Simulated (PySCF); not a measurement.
C₂H₇BFNO, SMILES CN(B(F)O)C. Coordinates come from a PBE0-D3(BJ)/def2-SVP optimisation. The structure was generated by enumeration, and PubChem lists no compound with its InChIKey, so it may never have been made. One conformer was computed; it need not be the lowest.

Computed equilibrium geometry at PBE0-D3(BJ)/def2-SVP (PySCF confirms it by a frequency run) as bond lengths and angles, and its point group (one conformer of several):
point group Cs.
Atoms: B1 F2 O3 H4 N5 C6 C7 H8 H9 H10 H11 H12 H13. Bonds (Å): B1–F2 1.340, B1–O3 1.360, B1–N5 1.415, O3–H4 0.959, N5–C6 1.442, N5–C7 1.436, C6–H8 1.106, C6–H9 1.106, C6–H10 1.096, C7–H11 1.106, C7–H12 1.106, C7–H13 1.100. Angles (°): F2–B1–O3 115.8, F2–B1–N5 118.4, O3–B1–N5 125.8, B1–O3–H4 114.2, B1–N5–C6 121.5, B1–N5–C7 124.3, C6–N5–C7 114.2, N5–C6–H8 111.4, N5–C6–H9 111.4, N5–C6–H10 110.0, H8–C6–H9 107.4, H8–C6–H10 108.3, H9–C6–H10 108.3, N5–C7–H11 111.8, N5–C7–H12 111.8, N5–C7–H13 111.7, H11–C7–H12 107.2, H11–C7–H13 107.0, H12–C7–H13 107.0.
